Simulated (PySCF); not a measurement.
F3Ga, SMILES `[F][Ga]([F])[F]`, neutral singlet in the gas phase. 

Cartesian coordinates (Å):
```xyz
4

F     -0.8276    -1.5234    -0.0123
Ga     0.0000     0.0000     0.0000
F      1.7331     0.0450     0.0096
F     -0.9055     1.4784     0.0027
```
Charge 0, spin multiplicity 1.

All levels are single points at this geometry (B3LYP-D3(BJ)/def2-TZVP); Pople sets use spherical d functions. Orbital energies aren't observables, and empty levels follow the basis.

TPSSh-D3(BJ)/def2-TZVP in PySCF gives gap (eV) = 7.76.

Problem. Estimate the gap (eV) from each of these levels: PBE-D3(BJ)/def2-TZVP in PySCF; B3LYP/3-21G in PySCF; B3LYP/6-31G* in PySCF; M06-2X/6-31G* in PySCF; HF/6-31G* in PySCF.

Solution. 
| level | gap (eV) |
|---|---|
| PBE-D3(BJ)/def2-TZVP in PySCF | 6.19 |
| B3LYP/3-21G in PySCF | 7.78 |
| B3LYP/6-31G* in PySCF | 8.21 |
| M06-2X/6-31G* in PySCF | 11.89 |
| HF/6-31G* in PySCF | 17.88 |
